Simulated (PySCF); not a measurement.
The dipole of `C1(C#N)=C(C[SiH3])C[SiH2]1` from its density and from atomic charges.

Coordinates (GFN2-xTB, Å) and charges (e) from the PBE0/pcSseg-1 density (PySCF):

| atom | x | y | z | Mulliken | IAO | Hirshfeld | ESP-fitted |
| --- | --- | --- | --- | --- | --- | --- | --- |
| N1 | -0.527 | 3.218 | -1.331 | -0.2549 | -0.2665 | -0.2391 | -0.5268 |
| C2 | -0.722 | 2.155 | -0.932 | +0.0945 | +0.1341 | +0.0573 | +0.5564 |
| C3 | -1.000 | 0.884 | -0.448 | -0.3297 | -0.3648 | -0.1080 | -0.5704 |
| C4 | -0.190 | -0.205 | -0.394 | -0.2502 | +0.0984 | +0.0484 | +0.3714 |
| C5 | 1.222 | -0.348 | -0.762 | -0.3834 | -0.5449 | -0.1471 | -0.4407 |
| Si6 | 2.341 | 0.004 | 0.760 | +0.5099 | +0.6228 | +0.3355 | +0.4544 |
| C7 | -1.049 | -1.283 | 0.214 | -0.4132 | -0.5413 | -0.1611 | -0.6056 |
| Si8 | -2.485 | 0.000 | 0.328 | +0.7387 | +0.7785 | +0.3657 | +0.6111 |
| H9 | 1.420 | -1.359 | -1.121 | +0.1604 | +0.1647 | +0.0534 | +0.1547 |
| H10 | 1.486 | 0.361 | -1.548 | +0.1756 | +0.1724 | +0.0544 | +0.1480 |
| H11 | 3.733 | -0.134 | 0.331 | -0.0760 | -0.1102 | -0.0701 | -0.1019 |
| H12 | 2.042 | -0.990 | 1.795 | -0.0802 | -0.1187 | -0.0746 | -0.1079 |
| H13 | 2.055 | 1.348 | 1.254 | -0.0510 | -0.1035 | -0.0669 | -0.0854 |
| H14 | -0.642 | -1.674 | 1.145 | +0.1506 | +0.1507 | +0.0404 | +0.1761 |
| H15 | -1.190 | -2.131 | -0.457 | +0.1535 | +0.1534 | +0.0431 | +0.1733 |
| H16 | -3.645 | -0.248 | -0.523 | -0.0725 | -0.1124 | -0.0649 | -0.1040 |
| H17 | -2.855 | 0.416 | 1.679 | -0.0721 | -0.1127 | -0.0659 | -0.1027 |

**Question.** Form Σ q r in debye for every column and set it beside the full dipole.

**Answer.** The full density gives (0.15, -4.66, 1.48) D, 4.89 D in size; dipole vectors point from the negative to the positive end.

```tsv
scheme	μx	μy	μz	size (D)	share of the full size (%)	angle to the full dipole (°)
Mulliken	-0.51	-4.40	3.20	5.46	112	20
IAO	-0.52	-3.80	2.52	4.59	94	18
Hirshfeld	0.01	-3.47	1.50	3.78	77	6
ESP-fitted	0.17	-4.69	1.50	4.93	101	0
```

**Question.** Which set comes closest?

**Answer.** Length of the difference vector: ESP-fitted 0.04 D, Hirshfeld 1.19 D, IAO 1.51 D, Mulliken 1.86 D. Closest: ESP-fitted. The schemes that divide the density aren't constrained to reproduce the dipole.

**Question.** What is left for the Hirshfeld atoms' own dipoles?

**Answer.** The Hirshfeld atoms' densities add up to the full density, so μ = Σ q r + Σ (atomic dipoles). The atomic dipoles sum to (0.15, -4.66, 1.48) − (0.01, -3.47, 1.50) = (0.14, -1.19, -0.02) D, 1.19 D in size.

**Question.** With the origin at the mean of the coordinates, (0.000, 0.001, -0.001) Å, which are the largest single terms, by size, of the IAO dipole along the direction of the full one?

**Answer.** N1 +4.46, C7 -3.26, C3 +1.77, C2 -1.52, H14 +1.39 D; all 17 atoms together +4.37 D. The single terms depend on the origin, their sum doesn't.

**Question.** Give the size of the full dipole in other units.

**Answer.** 4.89 D = 1.923 au = 1.018 e·Å = 16.30 × 10⁻³⁰ C·m.

Geometry: GFN2-xTB, one conformer, isolated molecule.

The run behind these numbers computed NMR shieldings as well. The run took 1.8 min wall, 84 s CPU on an Intel Xeon at 2.50 GHz with one thread (shared host), and the process peaked at 0.86 GiB of memory.

Conformer computed: `[N:1]#[C:2][C:3]1=[C:4]([CH2:5][SiH3:6])[CH2:7][SiH2:8]1`: C3–C4–C5–Si6 91°.
